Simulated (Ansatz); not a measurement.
Computed with Ansatz on PBE0-D4/def2-TZVP structures; ΔE is electronic, products minus reactants. CCSD(T)/CBS is the MP2 limit (def2-TZVPP, def2-QZVPP) plus CCSD(T) − MP2 in def2-TZVPP, frozen cores. Elements past krypton have def2 core potentials. For Br, In, Sn outer-core shells are correlated without core-valence functions, which leaves a few kJ/mol of doubt a bond. Scalar relativity is left out up to krypton. One conformer a species, not always the lowest.

`C=[N][SnH]([CH3])[OH]` + `[Br][InH2]` → `[CH3][SnH]([OH])[Br]` + `C=[N][InH2]`  (redistribution)

```tsv
species	CCSD(T)/CBS(def2) energy (Eh)
`C=[N][SnH]([CH3])[OH]`	-424.21370
`[Br][InH2]`	-2764.36342
`[CH3][SnH]([OH])[Br]`	-2903.65401
`C=[N][InH2]`	-284.90922
```

(1) Work out ΔE.

Largest T1 diagnostic among the species: 0.015.

## Answers

(1) ΔE = (-2903.65401) + (-284.90922) − (-424.21370) − (-2764.36342) = 0.01389 Eh = +36.5 kJ/mol.
